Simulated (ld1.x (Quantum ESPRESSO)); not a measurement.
**Varying the PAW potential for chlorine**

Base potential:

Cl, PAW, made with ld1.x (Quantum ESPRESSO) 7.5 (PBE, scalar-relativistic). Core [Ne], reference 3s2 3p3 (charge +2). Waves: 3s (bound): rcut 1.05, rcutus 1.30 bohr; 3s channel at -2.4 Ry: rcut 1.05, rcutus 1.30 bohr; 3p (bound): rcut 0.80, rcutus 1.10 bohr; 3p channel at -1.35 Ry: rcut 0.80, rcutus 1.10 bohr. Local part: all-electron potential smoothed inside 0.95 bohr (lloc = -1). Core correction: Bessel-smoothed model core inside 0.95 bohr. Augmentation charge: PSQ, inside the norm-conserving radii.

Cutoffs, loose and tight: the cutoffs (Ry, on a coarse ladder) from which the occupation-weighted sum of valence levels, in a spherical-Bessel basis at the reference potential, stays within 10 and 1 mRy of its value at 400 Ry. They do not see the model core or the augmentation charge, which bear on the density cutoff. Test errors are all-electron minus pseudo excitation energies from the reference, over the configurations 3s2 3p5; 3s2 3p4; 3s2 3p2; 3s1 3p5; 3s2 3p1; 3s2 3p5.3; 3s2 3p4.5. A dash means not determined; rows that change the core or the reference have their own tests.

A true bound ghost makes a file unfit for plane-wave use even where its test errors are small: the radial tests pick states by their node count and pass the ghost by.

```tsv
change	outcome	cutoff, loose	cutoff, tight	bound ghosts	largest test error (meV)
base	generated	35 Ry	55 Ry	none	-41
waves 3s (bound): rcut 0.84, rcutus 0.88 bohr; 3s channel at -2.4 Ry: rcut 0.84, rcutus 0.88 bohr	failed: new_paw_hamiltonian: negative rho	–	–	–	–
waves 3s (bound): rcut 1.05, rcutus 1.12 bohr; 3s channel at -2.4 Ry: rcut 1.05, rcutus 1.12 bohr	generated	35 Ry	70 Ry	s	-43
waves 3s (bound): rcut 1.05, rcutus 1.28 bohr; 3s channel at -2.4 Ry: rcut 1.05, rcutus 1.28 bohr	generated	35 Ry	55 Ry	none	-42
```

Problem. What comes out with this change to the base: waves 3s (bound): rcut 1.05, rcutus 1.94 bohr; 3s channel at -2.4 Ry: rcut 1.05, rcutus 1.94 bohr?

Solution. outcome: generated; cutoff, loose: 30 Ry; cutoff, tight: 50 Ry; bound ghosts: none; largest test error (meV): +21.

Problem. What comes out with this change to the base: waves 3s (bound): rcut 1.05, rcutus 1.54 bohr; 3s channel at -2.4 Ry: rcut 1.05, rcutus 1.54 bohr?

Solution. outcome: generated; cutoff, loose: 35 Ry; cutoff, tight: 50 Ry; bound ghosts: none; largest test error (meV): -29.

Problem. What comes out with this change to the base: waves 3s (bound): rcut 1.05, rcutus 1.68 bohr; 3s channel at -2.4 Ry: rcut 1.05, rcutus 1.68 bohr?

Solution. outcome: generated; cutoff, loose: 30 Ry; cutoff, tight: 50 Ry; bound ghosts: none; largest test error (meV): -17.

Reading the sweep of the s radius (base included, trends over the rows without a ghost): The loose cutoff stays near 35 Ry. The median size of the test errors (rows with all tests solved) rises from 0.5 meV at 1.28 to 4.0 meV at 1.94 bohr. More of the atom is replaced by a form fitted at one configuration, so other configurations suffer as the radius grows. Bound ghosts are found at 1.12 bohr. The generation fails at 0.88 bohr.
